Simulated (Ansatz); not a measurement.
GeO, closed-shell singlet (the spin of the measured ground state), most abundant isotopes (15.9949 and 73.9212 u). Constants from fifth-degree fits in 1/R to seven points on the lowest solution found; no spin–orbit coupling, no relativity up to Kr; ω_e x_e and α_e move by some per cent with the fit.

Correlated levels freeze the inner cores; with def2 sets outer-core shells near the valence are correlated too. CBS: X⁻³ extrapolation of the correlation energy, Hartree–Fock from the larger set.

Run with Ansatz (a first-principles code). Values without a source in brackets are computed.

```
level                                r_e (Å)  ω_e (cm⁻¹)  ω_e x_e (cm⁻¹)  α_e (cm⁻¹)
-----------------------------------  -------  ----------  --------------  ----------
PBE/def2-TZVPP                        1.6475       956.2            3.82     0.00280
CCSD(T)/CBS(def2-TZVPP, def2-QZVPP)   1.6246      1001.5            4.32     0.00296
```

D_e from total energies of the atoms and the molecule: 7.33 eV at PBE/def2-TZVPP; 7.07 eV at CCSD(T)/CBS(def2-TZVPP, def2-QZVPP).

Task: Derive the rotational constants, the centrifugal constant, the fundamental, the zero-point energy and the force constant, and test the Morse rule for the well depth.

Result: 
μ = 13.14963 u.
- PBE/def2-TZVPP: B_e = 16.8576/(μ r_e²) = 0.47234 cm⁻¹; B₀ = B_e − α_e/2 = 0.47094 cm⁻¹; D = 4B_e³/ω_e² = 4.61e-07 cm⁻¹; fundamental ω_e − 2ω_e x_e = 949 cm⁻¹; zero-point energy ω_e/2 − ω_e x_e/4 = 477 cm⁻¹; k = μ(2πcω_e)² = 708 N/m; the line J = 1 ← 0 at 2B₀ = 28.24 GHz; a Morse well would hold ω_e²/(4ω_e x_e) = 7.41 eV against the computed D_e of 7.33 eV
- CCSD(T)/CBS(def2-TZVPP, def2-QZVPP): B_e = 16.8576/(μ r_e²) = 0.48575 cm⁻¹; B₀ = B_e − α_e/2 = 0.48427 cm⁻¹; D = 4B_e³/ω_e² = 4.57e-07 cm⁻¹; fundamental ω_e − 2ω_e x_e = 993 cm⁻¹; zero-point energy ω_e/2 − ω_e x_e/4 = 500 cm⁻¹; k = μ(2πcω_e)² = 777 N/m; the line J = 1 ← 0 at 2B₀ = 29.04 GHz; a Morse well would hold ω_e²/(4ω_e x_e) = 7.19 eV against the computed D_e of 7.07 eV

Measured for the ground state: r_e 1.6246 Å [microwave values compiled in ACS Omega 2, 8373 (2017)]; ω_e 985.5 cm⁻¹ [Huber and Herzberg (1979), NIST Chemistry WebBook].
